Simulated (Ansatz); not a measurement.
The cluster Ag₄Se⁻, relaxed as a doublet with UKS PBE-D4/def2-SVPD in Ansatz, starting from the GFN1-xTB geometry. Force threshold 0.02 eV/Å.

In the def2 sets Ag takes a core potential; there is no spin–orbit coupling. The structure comes from a short search, and lower isomers may exist.

Start:

```xyz
5

Ag    1.560   -1.380   -0.258
Ag    0.561    1.204   -0.634
Ag    0.886    0.061    1.908
Ag   -1.150   -0.885    0.237
Se   -1.857    1.000   -1.253
```

```csv
step,energy (eV),largest force component (eV/Å),SCF passes
1,-81334.3218,0.479,20
2,-81334.3824,0.114,28
3,-81334.3878,0.017,24
4,-81334.3880,0.009,26
5,-81334.3880,0.011,25
6,-81334.3886,0.065,24
7,-81334.3907,0.089,24
8,-81334.3917,0.141,28
9,-81334.4164,0.204,28
10,-81334.4237,0.109,23
11,-81334.4760,0.208,28
12,-81334.5334,0.168,29
13,-81334.5764,0.153,29
14,-81334.6328,0.254,30
15,-81334.7128,0.437,30
16,-81334.7972,0.240,29
17,-81334.8257,0.102,27
18,-81334.8356,0.035,24
19,-81334.8365,0.003,23
```

Force components are those of the run's own axes.

End:

Cartesian coordinates in Å:
```
Ag 2.785 -0.643 -0.124
Ag 0.382 0.329 -0.943
Ag 0.640 -0.856 1.577
Ag -1.850 0.064 0.886
Se -1.957 1.106 -1.396
```

Bonds lost: Ag1–Ag4 (atoms count from 1). The end is the same structure that another start reached, the lowest one found.

The force fell under the threshold at step 3, but the optimiser went on and released 0.449 eV more. No frequencies were taken in this run, so the end may be a saddle point.

Hardware: 4 threads of Arm Neoverse N1 on a shared host. Wall time 2.4 min.
